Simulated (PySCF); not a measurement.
## Excited states of Cd (cadmium, neutral)

Ground state [Kr] 4d10 5s2, ¹S. Computed with PySCF 2.14 in aug-cc-pVTZ-PP with one added diffuse shell each of s, p, d, f, g type with ECP28MDF (7s7p6d4f3g, 113 functions), with a scalar-relativistic core potential. Vertical excitation energies in eV without spin-orbit coupling; excited terms of each kind are numbered among those the solver found. Frozen: 4s2 4p6.

| term | leading excitation | EOM-EE-CCSD | measured centre of gravity (NIST) |
| --- | --- | --- | --- |
| 1 3P° | 5s → p | 3.784 | 3.874 (5s5p) |
| 1 1P° | 5s → p | 5.452 | 5.417 (5s5p) |
| 1 3S | 5s → s | 6.352 | 6.383 (5s6s) |
| 1 1S | 5s → s | 6.595 | 6.610 (5s6s) |
| 2 3P° | 5s → p | 7.213 | n/a |
| 2 1P° | 5s → p | 7.389 | n/a |
| 1 1D | 5s → d | 7.474 | 7.342 (5s5d) |
| 1 3D | 5s → d | 7.502 | 7.378 (5s5d) |
| 2 3S | 5s → s | 7.775 | n/a |
| 2 1S | 5s → s | 7.884 | n/a |
| 2 1D | 5s → d | 9.807 | n/a |

Only the lower part of the computed list is shown. Doubly excited terms such as np² are absent. The solver can miss terms. Rydberg members are limited by the diffuse functions of the basis.
